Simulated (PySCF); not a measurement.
One of the candidates below gave these computed data.

All candidates are C8H9FSi.

* Dipole: 0.50 D [PBE0/pcSseg-1]
* 13C NMR: chemical shifts (computed TMS as zero) by class: 154.7 (1 C), 154.7 (1 C), 131.8 (1 C), 117.7 (1 C), 90.6 (1 C), 75.8 (1 C), 21.3 (1 C), 10.7 (1 C) ppm [GIAO PBE0/pcSseg-1]
* 1H NMR: chemical shifts (computed TMS as zero) by class: 7.48 (1 H), 5.90 (1 H), 5.74 (1 H), 4.51 (1 H), 4.46 (1 H), 3.07 (1 H), 2.32 (1 H), 1.81 (1 H), 1.66 (1 H) ppm [GIAO PBE0/pcSseg-1]
* Rotational structure: rotational constants A, B, C: 2.030, 0.786, 0.594 GHz [GFN2-xTB]
* NMR, other nuclei: isotropic shieldings of nuclei other than C and H, by class: 297 (1 F), 368 (1 Si) ppm [GIAO PBE0/pcSseg-1]

Gas-phase values; electronic properties from PySCF, density fitting. Levels stand in brackets. The structure is a single GFN2-xTB conformer in the gas phase; no vibrational or solvent corrections. Each NMR value is the plain mean over a class of atoms that symmetry, rotation or inversion makes alike.

**Question.** Which candidate is it?
A. `C#C[C@H]1C/C(=C\F)[SiH2]C1=C`
B. `C#C[C@H]1[SiH2]C/C(=C\F)C1=C`
C. `C#C[Si@](F)(C#CC)C(=C)C`

**Answer.** B. It is `C#C[C@H]1[SiH2]C/C(=C\F)C1=C`. Numbering: `[CH:1]#[C:2][C@H:3]1[SiH2:4][CH2:5]/[C:6](=[CH:7]\[F:8])[C:9]1=[CH2:10]`. Its formula, C8H9FSi, gives 5 degrees of unsaturation: 1 ring and 4 π bonds in the structure found. 8 carbons fall into 8 classes; from least to most shielded: vinylic C–F carbon [C7] (154.7 ppm), fully substituted alkene carbon [C9] (154.7 ppm), fully substituted alkene carbon [C6] (131.8 ppm), terminal =CH2 carbon [C10] (117.7 ppm), alkyne carbon [C2] (90.6 ppm), terminal alkyne carbon [C1] (75.8 ppm), ring sp3 carbon bound to silicon [C3] (21.3 ppm), ring sp3 carbon bound to silicon [C5] (10.7 ppm). Hydrogen classes from least to most shielded: 1 H on a vinylic C–F carbon, C7 (7.48 ppm), 1 H on a terminal =CH2 carbon, C10 (5.90 ppm), 1 H on a terminal =CH2 carbon, C10 (5.74 ppm), 1 H on an SiH2 silicon, Si4 (4.51 ppm), 1 H on an SiH2 silicon, Si4 (4.46 ppm), 1 H on an sp3 carbon bound to silicon, C3 (3.07 ppm), 1 H on an sp3 carbon bound to silicon, C5 (2.32 ppm), 1 H on an sp3 carbon bound to silicon, C5 (1.81 ppm), 1 H on a terminal alkyne carbon, C1 (1.66 ppm). The other shieldings belong to: 297 ppm, vinyl fluorine [F8]; 368 ppm, SiH2 silicon [Si4]. The optimised geometry has point group C1 and is an asymmetric top.

The others, at the same levels:
- `C#C[Si@](F)(C#CC)C(=C)C` fails: its computed 13C shifts are 148.3 (1 C), 136.2 (1 C), 112.4 (1 C), 101.0 (1 C), 88.2 (1 C), 83.6 (1 C), 24.1 (1 C), 5.7 (1 C) ppm, 1H shifts are 6.17 (1 H), 5.86 (1 H), 2.11 (3 H), 2.00 (3 H), 1.91 (1 H) ppm and rotational constant A is 1.207 GHz (against 2.030 GHz).
- `C#C[C@H]1C/C(=C\F)[SiH2]C1=C` fails: its computed 13C shifts are 162.1 (1 C), 156.0 (1 C), 136.5 (1 C), 118.7 (1 C), 91.3 (1 C), 79.4 (1 C), 43.8 (1 C), 38.7 (1 C) ppm, 1H shifts are 6.86 (1 H), 6.47 (1 H), 5.97 (1 H), 4.94 (1 H), 4.73 (1 H), 3.46 (1 H), 3.28 (1 H), 2.43 (1 H), 1.72 (1 H) ppm and rotational constant A is 1.616 GHz (against 2.030 GHz).

Each candidate is one conformer, not necessarily the lowest. The conformers computed, where there is a choice (atom-mapped SMILES and torsion angles):
- `[CH:1]#[C:2][Si@:3]([F:4])([C:5]#[C:6][CH3:7])[C:8](=[CH2:9])[CH3:10]`: C2–Si3–C8–C9 -119°

The conformers of `C#C[C@H]1[SiH2]C/C(=C\F)C1=C` and `C#C[C@H]1C/C(=C\F)[SiH2]C1=C` aren't listed.
